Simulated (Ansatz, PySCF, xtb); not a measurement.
Torsion H3–S1–Ga2–H4 in GaH3S (SMILES [SH][GaH2]); at each angle all else is relaxed with GFN2-xTB, and the levels are single points there.
Geometry at 0° (charge 0, multiplicity 1):
```xyz
5

S      1.501    -0.611     0.472
Ga    -0.634    -0.184     0.118
H      1.874     0.314    -0.412
H     -1.057     0.920    -0.916
H     -1.786    -0.939     0.858
```

On the grid 0° to 330°, 90° is the highest and 0° the lowest point at CCSD(T)/CBS(def2-TZVPP, def2-QZVPP).

Rows in 6-31G* carry no dispersion term and start afresh at each structure (6-31G* with six Cartesian d functions); the Pople sets are all-electron and without relativity.

Programs: Ansatz (Gaussian basis) for Hartree–Fock, density functionals and correlated methods; PySCF for 6-31G* rows; xtb for the GFN methods. 

Problem. One of these levels gives 7.71 kcal/mol for the energy at 90° less that at 0°. Which one is it?
A) HF/6-31G*
B) SVWN5/def2-TZVPP
C) GFN-FF

Solution. A, HF/6-31G*. The others give -0.04 (GFN-FF), 9.55 (SVWN5/def2-TZVPP)

Ansatz is an electronic-structure program.
